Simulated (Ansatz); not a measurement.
Cd7H20S7⁺. The state is a doublet with charge 1. Geometry r2SCAN-D4/def2-SVP; atoms count from 1.

```xyz
34

Cd   -1.402    1.843    0.982
Cd   -1.070   -1.253   -1.787
Cd   -1.021    0.625    4.020
Cd    0.000    2.345   -3.423
Cd    2.423    2.647   -1.400
Cd    2.317   -1.142    0.324
Cd    1.932    1.475    3.304
S    -1.203   -1.417   -4.551
S    -1.809    1.282   -1.507
S     1.098    2.703    0.924
S    -1.781   -3.564    2.195
S     1.382   -3.702   -0.442
S     0.114   -0.394    1.551
S     1.307    0.005   -1.917
H    -2.045    1.727    2.685
H    -2.607    3.195    1.069
H    -1.570   -2.639   -0.965
H    -1.985   -0.550    4.730
H    -0.583    1.712   -4.868
H     0.896    3.386   -2.316
H     4.084    2.680   -1.602
H     3.945   -1.165    0.726
H     0.344    1.849    4.126
H     3.534    1.015    3.296
H    -2.543   -1.335   -4.717
H    -1.005   -0.086   -4.804
H    -3.136    1.471   -1.687
H     1.028    4.032    1.170
H    -2.951   -3.020    1.797
H    -1.993   -3.267    3.497
H     0.449   -3.952    0.507
H     2.353   -4.388    0.205
H    -0.593   -1.561    1.746
H     2.090   -0.557   -2.868
```

In the def2 sets Cd takes a core potential; there is no spin–orbit coupling. Single mean-field runs in def2-TZVP are fitted with def2-universal-jkfit. In the doublet geometry the species has come apart into loosely held pieces.

Estimate the Mulliken populations of the heavy atoms from the PBE0/def2-TZVP orbitals of Ansatz.


```csv
atom,charge (e),spin (α − β),d electrons
Cd1,0.52,-0.01,9.98
Cd2,0.54,0.00,9.99
Cd3,0.37,0.05,9.97
Cd4,0.47,0.00,9.97
Cd5,0.48,0.00,9.98
Cd6,0.52,0.00,9.98
Cd7,0.46,0.00,9.97
S8,-0.25,0.00,–
S9,-0.57,0.06,–
S10,-0.61,0.00,–
S11,-0.34,0.00,–
S12,-0.30,0.00,–
S13,-0.68,0.04,–
S14,-0.69,0.00,–
```
Mulliken values depend strongly on the basis.

Where does the spin sit?

Summed by element: Cd 0.04, S 0.10, H 0.86, of 1 unpaired in all. Largest on single atoms: H16 0.56, H15 0.23, S9 0.06.

And the Mayer bond orders between heavy atoms (over 0.3)?

Cd1–S9 0.44 (2.58 Å); Cd1–S10 0.41 (2.64 Å); Cd2–S8 0.36 (2.77 Å); Cd2–S9 0.36 (2.66 Å); Cd2–S14 0.33 (2.69 Å); Cd5–S10 0.35 (2.68 Å); Cd6–S13 0.37 (2.63 Å).
